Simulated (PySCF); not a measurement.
Job file and geometry (Å, from GFN2-xTB) of an NMR shielding run on `F[C@@H](Cl)[SiH2]CC(F)(F)F`, C3H5ClF4Si, GIAO PBE0/pcSseg-1 NMR shielding, non-relativistic, gas phase in PySCF 2.14.0, density-fitted response routines; density fitting, a coarse starting grid and PySCF grid level 2 are the driver's defaults:

```
$ OMP_NUM_THREADS=1 python probes_run.py task.json out

{"job": {"kind": "nmr", "xc": "PBE0", "basis": "pcSseg-1"}, "charge": 0, "multiplicity": 1}
F      2.433399     0.241507    -1.034419
C      2.268767    -0.213171     0.241716
Cl     2.565316     1.141693     1.364597
Si     0.465532    -0.847487     0.515593
C     -0.638535     0.653716     0.111259
C     -2.075710     0.265957     0.280304
F     -2.430220    -0.752382    -0.523659
F     -2.931006     1.265097     0.016044
F     -2.350779    -0.141181     1.532388
H      3.056025    -0.948769     0.415220
H      0.354044    -1.227585     1.919919
H      0.223264    -1.928669    -0.439105
H     -0.500455     0.994089    -0.915652
H     -0.440322     1.496710     0.773652
```

**Question.** What does the program print?

**Answer.** 
```
coarse grid: 13952 points
cycle   1  E = -1265.3001030749  dE =  1.163e+00  |g| = 9.879e-01  |ddm| = 3.289e+00
cycle   2  E = -1265.1398960136  dE =  1.602e-01  |g| = 1.449e+00  |ddm| = 1.230e+00
cycle   3  E = -1265.4666905035  dE = -3.268e-01  |g| = 7.402e-02  |ddm| = 7.326e-01
cycle   4  E = -1265.4674429140  dE = -7.524e-04  |g| = 4.353e-02  |ddm| = 7.863e-02
cycle   5  E = -1265.4678208706  dE = -3.780e-04  |g| = 6.876e-03  |ddm| = 3.228e-02
cycle   6  E = -1265.4678270744  dE = -6.204e-06  |g| = 2.663e-03  |ddm| = 5.300e-03
final grid: 130576 points
cycle   7  E = -1265.5447865267  dE = -4.932e-05  |g| = 8.444e-03  |ddm| = 2.082e-02
cycle   8  E = -1265.5447744665  dE =  1.206e-05  |g| = 1.209e-02  |ddm| = 1.182e-02
cycle   9  E = -1265.5447991407  dE = -2.467e-05  |g| = 8.005e-04  |ddm| = 6.700e-03
cycle  10  E = -1265.5447992263  dE = -8.567e-08  |g| = 2.388e-04  |ddm| = 7.481e-04
cycle  11  E = -1265.5447992370  dE = -1.065e-08  |g| = 9.003e-05  |ddm| = 2.271e-04
cycle  12  E = -1265.5447992384  dE = -1.429e-09  |g| = 2.246e-05  |ddm| = 6.371e-05
cycle  13  E = -1265.5447992385  dE = -6.958e-11  |g| = 4.597e-06  |ddm| = 1.495e-05
converged SCF energy = -1265.5447992385

GIAO shielding tensors (ppm)
atom      isotropic    diamagn.    paramagn.     s11        s22        s33       span
  0 F      360.728     474.290    -113.562    269.750    329.050    483.384    213.634
  1 C       81.444     247.416    -165.972     42.664     75.379    126.290     83.625
  2 Cl     732.805    1146.123    -413.318    404.419    793.038   1000.959    596.540
  3 Si     385.385     879.182    -493.797    365.973    387.195    402.987     37.014
  4 C      168.024     255.572     -87.548    149.587    157.118    197.367     47.780
  5 C       50.335     243.232    -192.897     42.685     48.908     59.412     16.727
  6 F      242.602     474.675    -232.073    151.305    245.229    331.273    179.967
  7 F      239.476     470.119    -230.643    149.655    233.217    335.557    185.902
  8 F      243.559     473.562    -230.004    152.432    246.081    332.162    179.729
  9 H       25.081      27.782      -2.701     21.544     25.230     28.470      6.926
 10 H       27.375      28.448      -1.073     23.791     26.396     31.939      8.149
 11 H       27.064      28.745      -1.681     22.901     26.134     32.158      9.257
 12 H       29.682      31.252      -1.569     24.771     29.700     34.577      9.806
 13 H       29.378      30.087      -0.709     24.079     29.674     34.381     10.302
```

**Question.** Turn these shieldings into chemical shifts. References, each an isolated molecule treated in the same way: ¹⁹F (σref 170.95) against CFCl3; ¹³C (σref 186.93) and ²⁹Si (σref 349.16) and ¹H (σref 31.72) against TMS; ³⁵Cl (σref 949.78) against HCl.

**Answer.** Averaging equivalent atoms: F 6/7/8: -70.9; F 0: -189.8; C 5: 136.6; C 1: 105.5; C 4: 18.9; Cl 2: 217; Si 3: -36.2; H 9: 6.64; H 11: 4.65; H 10: 4.34; H 13: 2.34; H 12: 2.03 ppm. Unscaled 19F shifts against computed CFCl3 carry errors that often reach 10 to 50 ppm.

Size and cost of the density-fitted run: 192 basis functions, 31 s wall time on 1 thread of an Arm Neoverse V2, shared host; peak memory 0.84 GiB.
